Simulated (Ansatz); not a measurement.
`[NH2][Ge][N]([SiH3])[SiH3]` + H₂ → `[SiH3][N]([SiH3])[GeH]` + NH₃ at 700 K and 1 bar (hydrogenolysis of a Ge–N bond).

Calculated with Ansatz (gas phase, PBE0-D4/def2-TZVP geometries, no zero-point term in ΔE). CBS: MP2 limit from def2 TZ/QZ plus the TZ coupled-cluster correction, frozen cores. This one scheme is used for every species. For Ge outer-core shells are correlated without core-valence functions, which leaves a few kJ/mol of doubt a bond. Scalar relativity is left out up to krypton. One conformer a species, not always the lowest.

```
                     species  CCSD(T)/CBS energy (Eh)  H − E (kJ/mol)  S (J/(mol·K))
`[NH2][Ge][N]([SiH3])[SiH3]`              -2768.55865           318.9          558.4
                          H₂                 -1.17544            46.8          155.3
    `[SiH3][N]([SiH3])[GeH]`              -2713.20588           252.4          494.9
                         NH₃                -56.50880           116.9          226.5
```

H − E and S are ideal-gas, rigid-rotor, harmonic terms from PBE0-D4/def2-TZVP, for one conformer and one mirror image of each species. For small species the MP2-based limit differs from directly extrapolated CCSD(T) by up to some mEh (0.8 for H₂); such offsets cancel only in part. 1 Eh = 2625.50 kJ/mol, R = 8.31446 J/(mol·K).

Task: By hand: ΔE, ΔH, ΔS and ΔG.

Result: ΔE = (-2713.20588) + (-56.50880) − (-2768.55865) − (-1.17544) = 0.01941 Eh = 51.0 kJ/mol. Δ(H − E) = 252.4 + 116.9 − 318.9 − 46.8 = 3.6, so ΔH = 54.6 kJ/mol. ΔS = 494.9 + 226.5 − 558.4 − 155.3 = 7.7 J/(mol·K). ΔG = 54.6 − 700 × (7.7)/1000 = 49.2 kJ/mol.

Task: By hand: the equilibrium constant, and the temperature at which ΔG would vanish if ΔH and ΔS stayed fixed.

Result: log₁₀ K = −ΔG/(RT ln 10) = -3.7. ΔG = 0 at ΔH/ΔS = 7091 K, far beyond where these terms or the molecules hold.

The number of gas molecules stays the same, so ΔS is small and ΔH decides. A doubt of 5 kJ/mol in ΔE shifts log₁₀ K by 0.4 here. Other conformers and mirror images would add mixing entropy, several J/(mol·K) or more a flexible species. Modes under 60 cm⁻¹, often nearly free rotors, make the harmonic entropy too high. These are equilibria of isolated gas molecules and say nothing of rates. Largest T1 diagnostic: 0.014 (customary marks: 0.02 for closed shells, 0.045 for open ones).
